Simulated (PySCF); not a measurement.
# Electronic structure of B⁺ (boron, charge +1) at the M06-2X level

Configuration: [He] 2s1 2p1, high-spin 3P determinant (an excited configuration). All numbers are calculated (PySCF 2.14, scalar relativity by spin-free X2C-1e, in aug-cc-pCVTZ-DK with one added diffuse shell each of s, p, d, f type (8s7p5d3f, 75 functions)).

```
Total energy                                                  : -24.1842 hartree
One-electron energy                                           : -30.2061 hartree
Hartree (Coulomb) energy                                      : 9.6779 hartree
Exchange-correlation energy                                   : -3.6560 hartree
⟨S²⟩                                                          : 2.0000
⟨L²⟩                                                          : 2.001
Sum of ⟨r⟩                                                    : 4.200 bohr
Sum of ⟨r²⟩                                                   : 7.876 bohr²
Traceless quadrupole moment −½Σ⟨3z² − r²⟩ along its main axis : -1.63 e·bohr²
Langevin diamagnetic susceptibility                           : -6.24 ×10⁻⁶ cm³/mol
```

```
shell  electrons  mean orbital energy (eV)  rms radius, mean of both spins (bohr)
 1s α          1                   -207.98                                  0.381
 1s β          1                   -207.00                                  0.381
 2s α          1                   -23.579                                   1.91
 2p α          1                   -17.203                                   1.99
```
